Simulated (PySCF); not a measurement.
Molecule: CH$_{5}$O$_{2}$Si (charge 0, doublet). It need not be the lowest isomer of its formula. 
Structure (B3LYP-D3(BJ)/def2-TZVP (Ansatz) minimum search):
SMILES: CO[SiH2][O]
```xyz
9

Si    -0.7949     0.2114     0.1749
O     -1.2321    -1.3300    -0.2168
O      0.6723     0.7212    -0.3163
C      1.9153     0.1213     0.0325
H     -0.8667     0.0885     1.6611
H     -1.7567     1.1733    -0.3953
H      2.0095    -0.8671    -0.4218
H      2.7121     0.7627    -0.3407
H      2.0171     0.0256     1.1175
```
Charge 0, spin multiplicity 2.

Dispersion corrections to the total energy (kcal/mol) from the dftd3 and dftd4 libraries through PySCF: D3(BJ) without and D4 with the three-body term, each with the damping fitted for the functional named.

| functional | D3(BJ) | D4 |
|---|---|---|
| B2PLYP | -2.79 | ? |
| BLYP | -7.33 | -7.53 |
| BP86 | ? | -4.45 |
| PW6B95 | -1.73 | -2.96 |
| PBE0 | -2.96 | -2.82 |
| revPBE | -8.71 | -11.00 |
| CAM-B3LYP | ? | -2.83 |

Question: What belongs in the gaps?

Answer: 
- B2PLYP, D4: -2.34
- BP86, D3(BJ): -5.46
- CAM-B3LYP, D3(BJ): -2.67
